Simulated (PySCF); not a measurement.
Give a GFN2-xTB geometry of `[C@H]1(C=CC(F)=CC1)F`.

```
atom  x, y, z in Å
F1     2.817    0.095    0.598
C2     1.506    0.086    0.271
C3     0.702    1.076    0.648
C4    -0.735    1.076    0.233
C5    -1.270   -0.307   -0.139
F6    -1.740   -0.934    1.019
C7    -0.243   -1.209   -0.759
C8     1.056   -1.037   -0.520
H9     1.069    1.914    1.218
H10   -0.849    1.744   -0.627
H11   -1.354    1.475    1.040
H12   -2.157   -0.216   -0.778
H13   -0.610   -2.053   -1.322
H14    1.807   -1.711   -0.903
```

Orientation and origin are arbitrary. Atoms count from 1 in this order. The 6-membered ring C2–C3–C4–C5–C7–C8 has internal angles of 113.8° to 123.0°; it is puckered, 0.12 Å rms from its mean plane, widest ring torsion 32°. The C–F distances run from 1.351 Å (F1–C2, drawn single) to 1.398 Å (C5–F6, drawn single), a spread of 0.047 Å. The 6 C–C bonds span 1.331 Å (C2=C3, drawn double) to 1.529 Å (C4–C5, drawn single), a spread of 0.198 Å.

Bonds between heavy atoms (Å): F1–C2 1.351, C2=C3 1.331, C3–C4 1.495, C4–C5 1.529, C5–F6 1.398, C5–C7 1.502, C7=C8 1.332, C2–C8 1.446.

Computed geometry: GFN2-xTB, gas phase.

Stationary, but not proved a minimum. One conformer, not necessarily the lowest (C2–C3–C4–C5 22°, C3–C4–C5–F6 88°, C4–C5–C7–C8 25°, F1–C2–C8–C7 172°).
